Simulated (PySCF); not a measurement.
A structure optimised at PBE-D3(BJ)/def2-SVP, used in a PySCF frequency run:

```
Bi
Cl 1 2.4835
Cl 1 2.4835 2 99.95
Cl 1 2.4835 2 99.95 3 102.05
```
Charge 0, spin multiplicity 1.

**Question.** Write its SMILES, formula and point group.

**Answer.** [Cl][Bi]([Cl])[Cl], BiCl3, C3v

**Question.** What are its rotational constants (standard atomic weights)?

**Answer.** 1.4387, 1.4387, 0.98542 GHz
